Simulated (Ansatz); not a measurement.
A geometry relaxed with B3LYP-D3(BJ)/def2-TZVP (Ansatz, a quantum-chemistry and plane-wave program), charge 0, multiplicity 1:

```xyz
10

C     -0.6234     0.8481    -0.0349
H      0.5618    -0.1754     1.5517
C     -0.8376    -0.6263    -0.1241
H     -1.5333    -1.0932     0.5585
N      2.6523    -0.3340    -0.8481
H     -0.7654    -1.0946    -1.0949
H     -1.1697     1.4093     0.7097
H     -0.4047     1.3879    -0.9449
C      0.4472    -0.0939     0.4790
C      1.6727    -0.2278    -0.2521
```

### Question
Write the SMILES of this molecule.

### Answer
`N#CC1CC1`
